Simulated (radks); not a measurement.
Effect of the nuclear size on the copper ion Cu2+, [Ar] 3d9. Method: Dirac Kohn-Sham, exchange-only LDA, spin-unpolarised, spherical densities, finite nucleus; open shells are shared between the two j in proportion to 2j + 1; Fermi nuclear charge, rms radius 3.8823 fm; computed with a radial shooting solver on a logarithmic mesh with Libxc functionals. The rms radius is varied about that value; shifts are against it.

rms radius (fm)  total energy shift (eV)  density at nucleus (e/bohr^3)  1s1/2 shift (meV)  2s1/2 shift (meV)  3s1/2 shift (meV)
3.1291                           -0.0684                      2.232e+04              -29.1              -2.75             -0.416
3.5562                           -0.0313                      2.217e+04              -13.3              -1.26             -0.190
3.8823                                 0                      2.207e+04              0.000              0.000              0.000
4.1424                            0.0268                        2.2e+04               11.4               1.08              0.163
4.4646                            0.0624                      2.191e+04               26.6               2.51              0.379

Slopes of the eigenvalues against <r^2> in GHz/fm^2, as finite differences over the two radii next to the reference (eigenvalue slopes, not the field-shift constants of lines): 1s1/2 1330, 2s1/2 126, 3s1/2 18.9.
